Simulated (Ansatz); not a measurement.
Born–Oppenheimer molecular dynamics of CH11BOSi3 (17 atoms, charge 0, multiplicity 1). It starts from a relaxed structure.

Method: Ansatz 0.2.0, RKS PBE0/STO-3G.

* ensemble: NVT, Langevin thermostat
* time step: 1 fs
* steps asked: 206
* set temperature: 400 K
* friction: 0.001 /fs
* seed: 520623

Frames 2 fs apart, positions in Å, forces in eV/Å.

Velocities at 90 fs (Å/ps):

```
O -4.24 4.27 -1.45
C -0.02 0.68 -1.57
Si -4.54 4.50 0.03
Si 3.99 -2.73 0.26
B 4.13 -8.81 -5.51
Si 1.76 -1.22 3.37
H -4.96 1.51 -5.54
H -8.15 13.75 -13.17
H 15.55 2.94 -15.60
H 24.13 -2.26 2.08
H -28.92 -5.63 10.73
H 3.08 -0.14 5.99
H -4.94 -4.03 -21.50
H -1.38 -2.44 1.23
H -7.16 13.43 11.05
H 13.48 6.89 -15.57
H -2.00 4.26 3.13
```

```xyz
17
Properties=species:S:1:pos:R:3:forces:R:3 time_fs=90 energy_less_start_eV=0.389 T=195
O -1.353 -1.037 -0.238 -0.04 0.32 0.71
C -0.135 -0.264 -0.425 0.52 0.81 0.82
Si 1.535 -1.263 -0.285 -1.08 1.50 -0.52
Si -0.171 0.797 -1.994 -0.34 -0.40 -0.51
B 0.120 0.685 0.768 0.23 -0.17 0.16
Si -0.967 0.671 2.374 -0.93 -0.89 1.16
H -1.413 -1.548 -1.096 -0.14 -0.69 -0.92
H 1.211 -2.563 -0.778 0.28 -0.59 0.14
H 2.065 -1.133 1.045 0.22 -0.55 0.12
H 2.327 -0.509 -1.213 0.64 -0.33 -0.04
H -0.508 -0.076 -3.088 0.17 -0.18 -0.17
H 1.023 1.520 -2.313 0.40 -0.01 0.13
H -1.239 1.735 -1.963 -0.42 0.42 0.26
H 1.050 1.403 0.789 0.01 -0.05 -0.47
H -1.689 1.892 2.567 -0.02 0.54 -0.14
H -2.023 -0.338 2.385 0.41 0.19 -0.11
H -0.262 0.470 3.643 0.09 0.09 -0.60
17
Properties=species:S:1:pos:R:3:forces:R:3 time_fs=92 energy_less_start_eV=0.360 T=204
O -1.362 -1.028 -0.240 -0.01 -0.36 -0.43
C -0.134 -0.262 -0.427 0.20 0.60 0.59
Si 1.525 -1.253 -0.286 -0.34 1.48 -1.21
Si -0.163 0.791 -1.994 -0.89 -0.03 -0.72
B 0.129 0.667 0.758 0.09 0.34 0.84
Si -0.964 0.668 2.382 -0.69 0.58 0.60
H -1.426 -1.556 -1.119 -0.03 0.02 0.21
H 1.201 -2.547 -0.800 0.26 -0.58 0.21
H 2.101 -1.137 1.017 0.15 -0.56 0.42
H 2.383 -0.521 -1.210 0.08 -0.54 0.28
H -0.559 -0.091 -3.068 0.43 -0.14 -0.14
H 1.037 1.520 -2.298 0.28 -0.14 0.05
H -1.253 1.733 -1.999 0.01 0.17 0.39
H 1.048 1.398 0.779 0.06 -0.09 -0.49
H -1.700 1.924 2.584 0.45 -0.33 -0.31
H -1.989 -0.323 2.354 -0.26 -0.41 0.01
H -0.264 0.479 3.640 0.22 -0.03 -0.29
17
Properties=species:S:1:pos:R:3:forces:R:3 time_fs=94 energy_less_start_eV=0.390 T=201
O -1.370 -1.019 -0.244 0.08 -0.70 -1.04
C -0.131 -0.257 -0.427 -0.29 0.26 0.23
Si 1.514 -1.242 -0.288 0.47 0.89 -1.28
Si -0.157 0.785 -1.995 -1.24 0.43 -0.90
B 0.138 0.650 0.752 0.02 0.87 1.43
Si -0.962 0.665 2.392 -0.36 1.32 -0.16
H -1.440 -1.564 -1.133 0.10 0.47 0.85
H 1.201 -2.547 -0.811 0.24 -0.28 0.32
H 2.140 -1.162 1.004 -0.11 -0.51 0.29
H 2.441 -0.554 -1.199 -0.33 -0.52 0.37
H -0.592 -0.111 -3.051 0.62 -0.04 -0.08
H 1.062 1.515 -2.280 -0.02 -0.32 0.01
H -1.269 1.737 -2.018 0.51 -0.16 0.46
H 1.054 1.387 0.750 0.05 -0.12 -0.41
H -1.693 1.943 2.589 0.58 -0.70 -0.35
H -1.962 -0.325 2.323 -0.67 -0.73 0.13
H -0.255 0.485 3.626 0.37 -0.14 0.13
17
Properties=species:S:1:pos:R:3:forces:R:3 time_fs=96 energy_less_start_eV=0.352 T=223
O -1.379 -1.013 -0.250 0.35 -0.19 -0.33
C -0.129 -0.251 -0.426 -0.87 -0.12 -0.11
Si 1.504 -1.228 -0.291 1.11 -0.12 -0.80
Si -0.152 0.781 -1.997 -1.23 0.52 -0.93
B 0.148 0.635 0.750 -0.06 1.26 1.81
Si -0.959 0.665 2.402 -0.24 0.49 -0.80
H -1.452 -1.556 -1.120 0.13 0.10 0.15
H 1.208 -2.557 -0.809 0.20 0.12 0.41
H 2.170 -1.203 1.003 -0.47 -0.39 -0.07
H 2.489 -0.604 -1.178 -0.45 -0.26 0.20
H -0.602 -0.133 -3.038 0.69 0.06 -0.06
H 1.087 1.498 -2.266 -0.21 -0.39 -0.03
H -1.269 1.737 -2.021 0.64 -0.22 0.44
H 1.061 1.371 0.708 0.07 -0.08 -0.24
H -1.662 1.937 2.581 0.28 -0.36 -0.24
H -1.959 -0.353 2.298 -0.28 -0.24 0.27
H -0.230 0.482 3.616 0.36 -0.19 0.31
17
Properties=species:S:1:pos:R:3:forces:R:3 time_fs=98 energy_less_start_eV=0.348 T=224
O -1.387 -1.006 -0.257 0.61 0.52 0.68
C -0.130 -0.245 -0.425 -1.31 -0.34 -0.27
Si 1.495 -1.214 -0.296 1.31 -1.15 -0.15
Si -0.148 0.776 -2.001 -0.82 0.19 -0.74
B 0.157 0.625 0.754 -0.15 1.39 1.79
Si -0.957 0.665 2.412 0.15 -1.06 -1.02
H -1.457 -1.545 -1.103 0.10 -0.50 -0.84
H 1.220 -2.563 -0.788 0.07 0.33 0.36
H 2.179 -1.257 1.000 -0.67 -0.16 -0.22
H 2.521 -0.662 -1.152 -0.25 0.15 -0.17
H -0.588 -0.154 -3.028 0.61 0.09 -0.11
H 1.106 1.467 -2.255 -0.21 -0.31 -0.08
H -1.245 1.728 -2.007 0.31 0.06 0.34
H 1.070 1.354 0.659 0.11 0.00 -0.01
H -1.619 1.920 2.565 -0.25 0.44 -0.05
H -1.966 -0.390 2.281 0.29 0.47 0.42
H -0.190 0.470 3.614 0.09 -0.13 0.10
17
Properties=species:S:1:pos:R:3:forces:R:3 time_fs=100 energy_less_start_eV=0.364 T=220
O -1.395 -0.999 -0.263 0.58 0.23 0.30
C -0.135 -0.242 -0.424 -1.38 -0.23 -0.18
Si 1.489 -1.200 -0.301 1.25 -1.76 0.19
Si -0.147 0.771 -2.005 -0.31 -0.25 -0.38
B 0.165 0.620 0.765 -0.18 1.26 1.33
Si -0.955 0.664 2.421 0.73 -1.84 -0.93
H -1.458 -1.548 -1.113 0.12 -0.25 -0.43
H 1.235 -2.560 -0.756 -0.11 0.25 0.16
H 2.162 -1.317 0.987 -0.60 0.09 -0.03
H 2.543 -0.714 -1.137 -0.05 0.46 -0.42
H -0.550 -0.170 -3.024 0.39 0.03 -0.27
H 1.117 1.424 -2.248 -0.01 -0.11 -0.13
H -1.210 1.724 -1.980 -0.18 0.43 0.17
H 1.083 1.337 0.613 0.06 0.05 0.24
H -1.581 1.920 2.546 -0.54 0.87 0.10
H -1.964 -0.408 2.280 0.47 0.76 0.47
H -0.147 0.452 3.613 -0.25 -0.02 -0.17
17
Properties=species:S:1:pos:R:3:forces:R:3 time_fs=102 energy_less_start_eV=0.371 T=233
O -1.400 -0.992 -0.268 0.40 -0.59 -0.78
C -0.144 -0.238 -0.424 -1.13 0.08 0.09
Si 1.484 -1.188 -0.307 1.18 -1.88 0.16
Si -0.146 0.766 -2.010 -0.08 -0.39 -0.04
B 0.172 0.620 0.780 -0.16 1.02 0.60
Si -0.952 0.661 2.429 1.03 -0.91 -0.81
H -1.452 -1.562 -1.138 0.13 0.44 0.68
H 1.248 -2.550 -0.717 -0.32 -0.06 -0.16
H 2.123 -1.377 0.972 -0.33 0.33 0.36
H 2.561 -0.750 -1.140 -0.06 0.57 -0.38
H -0.494 -0.186 -3.027 0.10 -0.02 -0.41
H 1.129 1.375 -2.248 0.22 0.12 -0.15
H -1.182 1.736 -1.949 -0.35 0.50 -0.02
H 1.098 1.324 0.578 -0.08 0.04 0.48
H -1.560 1.954 2.530 -0.27 0.22 0.14
H -1.944 -0.401 2.294 0.13 0.47 0.40
H -0.114 0.431 3.601 -0.39 0.07 -0.17
17
Properties=species:S:1:pos:R:3:forces:R:3 time_fs=104 energy_less_start_eV=0.419 T=208
O -1.405 -0.986 -0.275 0.24 -0.62 -0.59
C -0.158 -0.235 -0.424 -0.66 0.42 0.43
Si 1.480 -1.179 -0.312 1.10 -1.83 -0.04
Si -0.145 0.759 -2.015 -0.16 -0.06 0.00
B 0.179 0.623 0.798 -0.21 0.65 -0.20
Si -0.947 0.657 2.436 1.29 0.65 -0.75
H -1.440 -1.559 -1.138 0.05 0.31 0.53
H 1.249 -2.544 -0.683 -0.44 -0.25 -0.42
H 2.069 -1.426 0.968 -0.03 0.51 0.65
H 2.575 -0.767 -1.156 -0.25 0.52 -0.11
H -0.433 -0.202 -3.046 -0.15 0.08 -0.30
H 1.147 1.328 -2.255 0.20 0.23 -0.07
H -1.168 1.768 -1.921 -0.03 0.08 -0.25
H 1.112 1.312 0.561 -0.18 0.03 0.63
H -1.549 1.994 2.521 0.09 -0.64 0.15
H -1.920 -0.376 2.322 -0.55 -0.20 0.26
H -0.097 0.411 3.585 -0.32 0.11 0.07
17
Properties=species:S:1:pos:R:3:forces:R:3 time_fs=106 energy_less_start_eV=0.494 T=183
O -1.409 -0.983 -0.282 0.12 0.07 0.63
C -0.174 -0.229 -0.422 -0.08 0.69 0.67
Si 1.479 -1.172 -0.317 0.99 -2.07 0.10
Si -0.143 0.752 -2.020 -0.16 0.32 -0.24
B 0.185 0.628 0.815 -0.47 0.15 -0.82
Si -0.940 0.654 2.441 1.37 1.37 -0.72
H -1.425 -1.545 -1.119 -0.06 -0.49 -0.62
H 1.236 -2.550 -0.665 -0.40 -0.01 -0.51
H 2.014 -1.456 0.988 0.07 0.68 0.40
H 2.580 -0.764 -1.177 -0.45 0.39 0.20
H -0.379 -0.213 -3.079 -0.32 0.31 0.02
H 1.171 1.288 -2.267 -0.03 0.25 0.07
H -1.158 1.804 -1.905 0.36 -0.41 -0.43
H 1.119 1.304 0.569 -0.08 0.15 0.63
H -1.533 2.011 2.517 0.22 -0.94 0.19
H -1.912 -0.357 2.360 -0.92 -0.59 0.13
H -0.089 0.393 3.574 -0.16 0.14 0.32
17
Properties=species:S:1:pos:R:3:forces:R:3 time_fs=108 energy_less_start_eV=0.493 T=181
O -1.414 -0.980 -0.288 -0.10 -0.01 0.76
C -0.190 -0.222 -0.417 0.60 0.90 0.68
Si 1.478 -1.169 -0.323 0.61 -2.38 0.64
Si -0.142 0.745 -2.024 0.17 0.49 -0.50
B 0.190 0.634 0.830 -0.89 -0.39 -1.17
Si -0.931 0.653 2.446 0.91 0.50 -0.60
H -1.410 -1.546 -1.121 -0.09 -0.54 -0.65
H 1.209 -2.561 -0.663 -0.24 0.38 -0.47
H 1.961 -1.460 1.025 0.08 0.77 -0.19
H 2.570 -0.748 -1.194 -0.42 0.29 0.34
H -0.337 -0.214 -3.112 -0.46 0.43 0.28
H 1.193 1.256 -2.279 -0.30 0.23 0.22
H -1.139 1.822 -1.906 0.43 -0.55 -0.53
H 1.120 1.303 0.601 0.16 0.32 0.47
H -1.506 1.996 2.520 0.04 -0.49 0.24
H -1.938 -0.357 2.403 -0.44 -0.13 0.05
H -0.088 0.380 3.575 -0.06 0.17 0.42
17
Properties=species:S:1:pos:R:3:forces:R:3 time_fs=110 energy_less_start_eV=0.461 T=202
O -1.417 -0.977 -0.293 -0.40 -0.94 -0.26
C -0.204 -0.213 -0.409 1.30 1.05 0.41
Si 1.479 -1.168 -0.328 -0.15 -2.33 1.13
Si -0.140 0.738 -2.029 0.63 0.44 -0.45
B 0.193 0.640 0.840 -1.13 -0.65 -1.24
Si -0.922 0.654 2.450 0.40 -1.04 -0.25
H -1.400 -1.566 -1.144 -0.08 0.31 0.55
H 1.170 -2.557 -0.676 -0.05 0.52 -0.38
H 1.907 -1.434 1.056 0.19 0.67 -0.56
H 2.546 -0.726 -1.199 -0.13 0.28 0.24
H -0.314 -0.198 -3.132 -0.56 0.26 0.26
H 1.202 1.236 -2.283 -0.32 0.24 0.28
H -1.103 1.822 -1.925 0.10 -0.26 -0.51
H 1.123 1.314 0.655 0.24 0.32 0.25
H -1.479 1.967 2.533 -0.29 0.37 0.28
H -1.978 -0.363 2.445 0.33 0.54 -0.05
H -0.087 0.370 3.590 -0.09 0.21 0.28
17
Properties=species:S:1:pos:R:3:forces:R:3 time_fs=112 energy_less_start_eV=0.424 T=214
O -1.421 -0.976 -0.299 -0.53 -1.08 -0.30
C -0.215 -0.201 -0.401 1.69 0.95 -0.02
Si 1.480 -1.171 -0.331 -1.04 -1.79 1.30
Si -0.138 0.731 -2.034 0.94 0.30 -0.15
B 0.192 0.643 0.846 -0.89 -0.43 -1.10
Si -0.912 0.653 2.455 0.14 -1.67 0.22
H -1.395 -1.572 -1.152 -0.03 0.52 0.77
H 1.127 -2.536 -0.703 0.10 0.33 -0.28
H 1.860 -1.381 1.067 0.40 0.38 -0.48
H 2.516 -0.698 -1.195 0.27 0.32 0.01
H -0.310 -0.175 -3.141 -0.59 -0.08 0.01
H 1.198 1.226 -2.275 -0.09 0.28 0.23
H -1.065 1.814 -1.965 -0.39 0.24 -0.41
H 1.133 1.337 0.719 -0.09 0.00 0.04
H -1.460 1.952 2.559 -0.42 0.80 0.26
H -2.004 -0.347 2.486 0.64 0.72 -0.15
H -0.090 0.369 3.614 -0.13 0.23 0.05
```

Of the whole run (206 fs, mean temperature of the second half 228 K): The mean temperature of the second half is 43 % below the set value. A run of 0.21 ps of so small a system gives no equilibrium averages. Limits of this set-up: minimal basis.

The run took 13 min on 1 thread of Arm Neoverse V1 (shared host), peak memory 0.12 GiB.
